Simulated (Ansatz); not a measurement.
`[OH][In]([OH])[Br]` and `[OH][In]([Cl])[Br]` differ in one atom or group.

Ansatz, PBE0-D4/def2-TZVP geometries, multiplicity 1. Each molecule was computed in one conformer, which needn't be the lowest.

Elements past krypton have def2 core potentials. Scalar relativity is left out up to krypton.

```
                                        property  `[OH][In]([OH])[Br]`
         HOMO–LUMO gap (ωB97M-V/def2-TZVPP) / eV                 10.46
size of the dipole moment (B3LYP/def2-TZVPP) / D                  1.36
  size of the dipole moment (PBE/def2-TZVPP) / D                  1.36
               LUMO energy (PBE/def2-TZVPP) / eV                 -3.14
              LUMO energy (PBE0/def2-TZVPP) / eV                 -2.26
           HOMO energy (ωB97M-V/def2-TZVPP) / eV                -10.83
```

Problem. What does the change do to each property? (Estimate.)

Solution. The calculation gave: 
```tsv
property	`[OH][In]([Cl])[Br]`	shift
HOMO–LUMO gap (ωB97M-V/def2-TZVPP) / eV	10.37	-0.09
size of the dipole moment (B3LYP/def2-TZVPP) / D	0.93	-0.43
size of the dipole moment (PBE/def2-TZVPP) / D	0.97	-0.39
LUMO energy (PBE/def2-TZVPP) / eV	-3.46	-0.32
LUMO energy (PBE0/def2-TZVPP) / eV	-2.59	-0.33
HOMO energy (ωB97M-V/def2-TZVPP) / eV	-11.03	-0.20
```

With PBE0 the HOMO falls by 0.22 eV and the LUMO falls by 0.33 eV, so the gap narrows by about 0.11 eV. PBE moves the HOMO by -0.29 eV and ωB97M-V by -0.20 eV. Dipoles are sizes alone; their direction can turn.

B3LYP here is the variant with VWN-RPA as its local correlation; programs differ in this.

Spin–orbit coupling is left out; it splits and shifts lone-pair levels of the heavy atoms by tenths of an eV.
